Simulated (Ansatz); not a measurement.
```yaml
crystal:
  periodic: [false, false, false]
  atoms:
    - {symbol: Au, position_ang: [0.821416, -1.022181, 0.494955]}
    - {symbol: Au, position_ang: [-0.959477, 0.949199, 0.288044]}
    - {symbol: H, position_ang: [0.159421, 0.064999, -0.701850]}
basis:
  gaussian: {orbitals: def2-mTZVPP}
total_charge: 1
hamiltonian: {xc: {name: B3LYP5}}
```

```sh
$ ansatz run in.yaml --threads 4 --pin off --events-out ev --progress --plain --max-ram 3916MiB
```

It prints (some lines left out):

```
Functional definition: B3LYP5
806 factors; their error is unknown
mean field evaluation 1: about -7388.2533 eV, gradient 6.0e1 eV
mean field evaluation 2: about -7380.3257 eV, gradient 9.4e1 eV
mean field evaluation 4: about -7394.0598 eV, gradient 1.2e0 eV
mean field evaluation 8: about -7394.1441 eV, gradient 1.8e-1 eV
mean field evaluation 16: about -7394.1442 eV, gradient 1.7e-5 eV
mean field -7394.14417103 eV, -271.7297863543 hartree, gradient 1.7e-5 eV, S^2 0.000000; 0 other end points of the search recorded, 0 dependent functions left out
reference -7394.14437994 eV, -271.7297940318 hartree; 19, 19 occupied and 58, 58 virtual orbitals, 806 factors
Total energy: -7394.14437994 eV, -271.7297940318 hartree
```

Hardware: 4 threads of Arm Neoverse V1 on a shared host. Wall time 0.75 s.

In the def2 sets Au takes a core potential; there is no spin–orbit coupling.
